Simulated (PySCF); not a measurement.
C2H4ClFOSi.

```xyz
10

O      2.6807     0.1530    -1.2475
C      2.0486     0.2584    -0.2315
C      1.1070    -0.7895     0.2861
Si    -0.6698    -0.4638    -0.1983
F     -1.6006    -1.5262     0.5894
Cl    -1.1932     1.4236     0.4188
H      2.1056     1.1870     0.3920
H      1.1275    -0.8271     1.3881
H      1.3850    -1.7725    -0.1279
H     -0.9311    -0.5967    -1.6477
```

Geometry optimised at PBE0-D3(BJ)/def2-SVP. The structure was generated by enumeration; whether it is a known compound was not checked. Other conformers were not sampled.

Calculation: B3LYP/pcSseg-1 (PySCF). Non-relativistic, no solvent.

Computed absolute GIAO shielding of each atom: isotropic value and principal components (ppm):
```csv
atom,σ(iso),σ11,σ22,σ33,span
O1,-397.3,-1054.6,-472.6,335.3,1390.0
C2,-17.9,-112.3,-33.4,92.0,204.3
C3,136.8,101.2,137.7,171.4,70.1
Si4,329.9,317.5,326.8,345.4,27.8
F5,319.2,264.7,328.5,364.4,99.7
Cl6,860.5,711.2,893.6,976.5,265.3
H7,21.8,19.2,20.8,25.3,6.0
H8,28.8,26.9,27.5,32.0,5.1
H9,29.1,26.4,27.8,33.2,6.7
H10,26.0,22.8,23.5,31.8,9.0
```
